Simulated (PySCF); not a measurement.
NICS in isomers of C7H8FNSi.

NICS is the negative of the GIAO shielding at a point without a nucleus: at the ring centre (0) and 1 Å above and below it (1); zz is the component along the ring normal. Level: GIAO PBE0/pcSseg-1 (PySCF, non-relativistic, gas phase) on the PBE0-D3(BJ)/def2-SVP geometries, one conformer each. Atom numbers follow the mapped SMILES.

Question: Order these rings by mean NICS(1)zz, lowest (most negative) first (ppm).
A. ring C4–C5–C7–C8–N9 in `[CH3:1][C:2]#[C:3][c:4]1[c:5]([F:6])[cH:7][cH:8][n:9]1[SiH3:10]`
B. ring N6–C7–C8–C9–C10 in `[F:1][CH2:2][C:3]#[C:4][SiH2:5][n:6]1[cH:7][cH:8][cH:9][cH:10]1`
C. ring C4–C5–C6–C7–C8–C10 in `[CH2:1]=[N:2][SiH2:3][c:4]1[cH:5][cH:6][cH:7][c:8]([F:9])[cH:10]1`
D. ring C2–C3–C4–C5–C6–C10 in `[F:1][c:2]1[cH:3][cH:4][cH:5][c:6](/[CH:7]=[N:8]/[SiH3:9])[cH:10]1`

Answer: B (-29.5), C (-27.7), D (-26.4), A (-25.0).

```csv
SMILES,ring,NICS(0),NICS(1),NICS(1)zz,HOMA,rms pucker (Å),ring atoms with four or more neighbours
FCC#C[SiH2]n1cccc1,5-membered ring with N; formal bonds all aromatic,-13.2,-11.1,-29.5,0.83,0.00,0
C=N[SiH2]c1cccc(F)c1,6-membered carbocycle; formal bonds all aromatic,-9.5,-11.2,-27.7,0.98,0.00,0
Fc1cccc(/C=N/[SiH3])c1,6-membered carbocycle; formal bonds all aromatic,-9.6,-11.1,-26.4,0.98,0.00,0
CC#Cc1c(F)ccn1[SiH3],5-membered ring with N; formal bonds all aromatic,-14.8,-10.3,-25.0,0.88,0.00,0
```

NICS(0) gives another order. The isotropic NICS(1) gives another order. Over the 4 rings with a HOMA value its correlation coefficient with NICS(1)zz is 0.32. HOMA uses Krygowski's 1993 parameters. NICS(1) and NICS(1)zz are means over the two faces.
